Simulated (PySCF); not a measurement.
# Spin states of LiCd

Unrestricted PBE0; basis Li def2-SVPD, Cd def2-SVPD with ECP28; scalar-relativistic core potentials; PySCF 2.14. Outer shells of the fragments: Li 2s1; Cd 4d10 5s2.

Followed along the bond (rough minima from three points):

| 2Ms+1 | unpaired | ⟨S²⟩ at the start | R at minimum (Å) | Te (eV) |
| --- | --- | --- | --- | --- |
| 2 | σ ↑ | 0.75 | 3.08 | 0.00 |
| 4 | σ ↑↑, π ↑ | 3.75 | 2.98 | 3.52 |
| 2 | π ↑ | 0.75 | none in the scan | ≤ 0.85 |

Solutions found at the starting distance of 2.685 Å, counted from the lowest of them; the search is not exhaustive and high or unbound solutions are not listed, so other states can lie among these:

```tsv
2Ms+1	unpaired	term	E (eV)	⟨S²⟩	⟨Lz²⟩	μ (D)
2	σ ↑	²Σ⁺	0.00	0.75	0.00	-0.15
2	π ↑	²Π	0.81	0.75	1.00	-2.17
4	σ ↑↑, π ↑	⁴Π	3.51	3.75	1.00	-2.62
2	σ ↑↑, π ↓	mixed	4.27	1.75	1.00	-2.43
4	σ ↑, π ↑↑	⁴Σ⁻	4.31	3.75	0.00	-2.68
4	σ ↑, π ↑↑	mixed	6.14	3.75	2.00	2.19
```

A term symbol is given only where ⟨S²⟩ and ⟨Lz²⟩ are close to those of a pure state; real π, δ and φ orbitals otherwise mix terms. A positive dipole means Li(−)Cd(+).

Spin–orbit coupling is left out. Counting both spins, an empty level lies below a filled one in some of these solutions, because spin and occupation are held.
